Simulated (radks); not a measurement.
All-electron atom: Xe4+ in [Kr] 4d10 5s2 5p2. Calculated with a radial shooting solver on a logarithmic mesh with Libxc functionals: Dirac Kohn-Sham, revPBE, spin-unpolarised, spherical densities, finite nucleus; open shells fill j = l - 1/2 first; Fermi nuclear charge, rms radius 4.7859 fm.

Normalised radial functions P(r) = r R(r) (large component), r in bohr:

```
   r/bohr * 4s1/2, o 5s1/2, + 5p3/2 (the largest magnitude, 1.31, reaches the edge; | marks zero, & curves that meet)
 0.002461                             +o *
 0.003761                             + o *
 0.005701                             + o  *
 0.008711                             +  o  *
  0.01321                             |+ o   *
  0.02002                             | &  *
  0.03059                             o* +
  0.04637                       *   o |   +
  0.07085                  *      o   |   +
   0.1074                      *   o  |+
   0.1641                         +   |   o    *
   0.2488                       +     |     o         *
   0.3771                          *o |+
   0.5763  *                o         |        +
   0.8736      *                      |o+
    1.335                +      *     |                o
    2.024            +               *|              o
    3.092                      +      *    o
    4.687                            +&
```

4s1/2: eigenvalue -243.72 eV, 3 radial nodes at r = 0.0331, 0.132, 0.362 bohr, <r> = 0.716 bohr, 90 % of the charge inside 1.03 bohr. 5s1/2: eigenvalue -61.361 eV, 4 radial nodes at r = 0.0331, 0.131, 0.349, 0.849 bohr, <r> = 1.71 bohr, 90 % of the charge inside 2.44 bohr. 5p3/2 (empty): eigenvalue -46.903 eV, 3 radial nodes at r = 0.119, 0.356, 0.925 bohr, <r> = 1.96 bohr, 90 % of the charge inside 2.82 bohr.
